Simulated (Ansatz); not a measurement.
Consider the formal exchange of groups at a C–B bond: `C#CBBC` + `[F][AlH][F]` → `C#[C][Al]([F])[F]` + `BBC`.

Computed with Ansatz on PBE0-D4/def2-TZVP structures; ΔE is electronic, products minus reactants. CCSD(T)/CBS is the MP2 limit (def2-TZVPP, def2-QZVPP) plus CCSD(T) − MP2 in def2-TZVPP, frozen cores. This one scheme is used for every species. Functionals use def2-TZVPP. Each species was taken in one conformer, which may not be the lowest.

Problem. Is it downhill or uphill in electronic energy at CCSD(T)/CBS, and by how much? (Best estimate.)

Solution. The calculation gave: Nearly level: ΔE = -1.7 kJ/mol.

Problem. What do these levels give: BHLYP-D4, BLYP, CAM-B3LYP, MP2/def2-SVP, MP2/def2-TZVPP, HF/CBS(def2)? (An estimate is asked.)

Solution. The calculation gave: BHLYP-D4 0.9, BLYP 8.2, CAM-B3LYP 3.6, MP2/def2-SVP 3.2, MP2/def2-TZVPP -1.5, HF/CBS(def2) -5.7 kJ/mol.

Largest T1 diagnostic among the species: 0.014.

At CCSD(T), def2-SVP lies +4.7 kJ/mol from the extrapolated value and def2-TZVPP −0.8 kJ/mol. Leaving LDA and LC-ωPBE aside and taking each functional with its dispersion term where it has one, the values, not all of them listed here, spread over 11.5 kJ/mol, from BHLYP-D4 to B97M-V. LDA lies +8.3 kJ/mol from PBE without D4.
